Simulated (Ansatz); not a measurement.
Reactions of `[NH2][In]([Br])[Br]`.

Isolated molecules relaxed with PBE0-D4/def2-TZVP in Ansatz; ΔE leaves out vibrations. CBS: MP2 limit from def2 TZ/QZ plus the TZ coupled-cluster correction, frozen cores. This one scheme is used for every species. DFT in def2-TZVPP. def2 core potentials past Kr. For Br, In outer-core shells are correlated without core-valence functions, which leaves a few kJ/mol of doubt a bond. Scalar relativity is left out up to krypton. One conformer a species, not always the lowest.

| reaction | MP2/CBS(def2) (kcal/mol) | B2PLYP (kcal/mol) | CCSD/CBS(def2) (kcal/mol) | B97M-V (kcal/mol) | CCSD(T)/CBS(def2) (kcal/mol) |
| --- | --- | --- | --- | --- | --- |
| `[NH2][In]([Br])[Br]` + NH₃ → `[NH2][In]([NH2])[Br]` + HBr | 30.3 | 30.2 | 30.4 | 31.3 | 29.9 |
| `[NH2][In]([Br])[Br]` + H₂S → `[SH][In]([Br])[Br]` + NH₃ | -19.3 | -18.7 | -18.6 | -20.2 | -18.6 |
| `[NH2][In]([Br])[Br]` + H₂S → `[NH2][In]([SH])[Br]` + HBr | 10.1 | 10.3 | 10.8 | 9.9 | 10.3 |
| `[NH2][In]([Br])[Br]` + H₂O → `[NH2][In]([OH])[Br]` + HBr | 26.6 | 24.6 | 26.4 | 24.5 | 25.8 |

Largest T1 diagnostic: 0.013, for `[NH2][In]([OH])[Br]`.
